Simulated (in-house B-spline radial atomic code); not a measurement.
Results of a calculation; reference values are marked as such.
# Softness against transferability: the 4d channel of Pd

Pd, [Kr] 4d10, non-relativistic LDA (VWN5), spherical and spin-unpolarised, from a B-spline radial code for spherical atoms (atomic units). The all-electron 4d level is ε = -0.160771 hartree, its outermost node lies just inside 0.45 bohr and its outer maximum at 1.09 bohr.

Troullier-Martins pseudo-orbitals are made for several radii. The cutoffs (hartree) are the plane-wave energies beyond which the orbital holds less than the named kinetic energy per electron. The phase error is the difference, pseudo minus all-electron, of arctan(R P'/P) at R = 1.82 bohr for all radii, half a hartree below and above the level.

| r_c (bohr) | V_l(0) (hartree) | cutoff for 10 mEh | for 1 mEh | for 0.1 mEh | phase error at ε − 0.5 (mrad) | at ε + 0.5 (mrad) |
| --- | --- | --- | --- | --- | --- | --- |
| 0.82 | -57.55 | 101 | 125 | 231 | -1.2 | -1.0 |
| 0.95 | -23.23 | 44.6 | 73.4 | 121 | -0.7 | -0.6 |
| 1.09 | -14.32 | 26.5 | 38 | 52 | -0.5 | -0.4 |
| 1.23 | -12.61 | 25.1 | 33 | 40.5 | -0.3 | -0.3 |
| 1.37 | -12.10 | 24.2 | 31.7 | 38.4 | -0.2 | -0.2 |
| 1.52 | -11.60 | 23.4 | 30.1 | 36.3 | +0.2 | +0.1 |

**Question.** Which radius needs the lowest cutoff for 0.1 mEh while both phase errors stay within 0.6 mrad?

**Answer.** The radii within that limit are 1.09, 1.23, 1.37, 1.52 bohr; of these r_c = 1.52 needs the least, 36.3 hartree, that is 72.6 Ry or 988 eV.

**Question.** What does the larger radius buy, and what does it cost?

**Answer.** From r_c = 0.82 to 1.52 bohr the cutoff for 1 mEh goes from 125 to 30.1 hartree, a factor of 4.15, against 3.44 for a pure 1/r_c² scaling, end to end; step by step it is 125, 73.4, 38, 33, 31.7, 30.1, and for 0.1 mEh 231, 121, 52, 40.5, 38.4, 36.3; the number of plane waves goes as the cutoff to the power 3/2, here a factor of 8.5. The larger of the two phase errors is least at r_c = 1.37 bohr, 0.2 mrad; it is 1.2 at the smallest radius and 0.2 at the largest. These errors test the reference atom alone. The smallest radius lies well inside the outer maximum, where the nodeless form must bend sharply to keep the norm, so it is both harder and scatters less well than the next. Large radii also let the cores of neighbours overlap, which an atom doesn't show.
